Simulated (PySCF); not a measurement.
Isomers of C4H3BrO, mass 145.937 u with the commonest isotopes. Method: PBE0-D3(BJ)/def2-SVP geometry optimisation, gas phase (PySCF). One conformer each, none proved a minimum here; rigid rotors.

Question: Order these by dipole moment, largest first.
A. `O=C1CC=C1Br`
B. 3-bromofuran (`BrC1=COC=C1`)
C. `BrC1=CC=CO1`

Answer: A (3.23 D), C (1.44 D), B (1.04 D).

Question: Order these by rotational constant B, largest first.
A. `Brc1ccco1`
B. `O=C1CC=C1Br`
C. `Brc1ccoc1` (3-bromofuran)

Answer: B (1419 MHz), A (1350 MHz), C (1272 MHz).

| SMILES | point group | Ia (u·Å²) | Ib (u·Å²) | Ic (u·Å²) | κ | μa (D) | μb (D) | μc (D) |
| --- | --- | --- | --- | --- | --- | --- | --- | --- |
| Brc1ccoc1 | Cs | 53.87 | 397.45 | 451.32 | -0.96 | 0.96 | 0.39 | 0.00 |
| O=C1CC=C1Br | Cs | 93.62 | 356.25 | 446.61 | -0.87 | 0.55 | 3.18 | 0.00 |
| Brc1ccco1 | Cs | 54.33 | 374.42 | 428.75 | -0.96 | 1.31 | 0.58 | 0.00 |
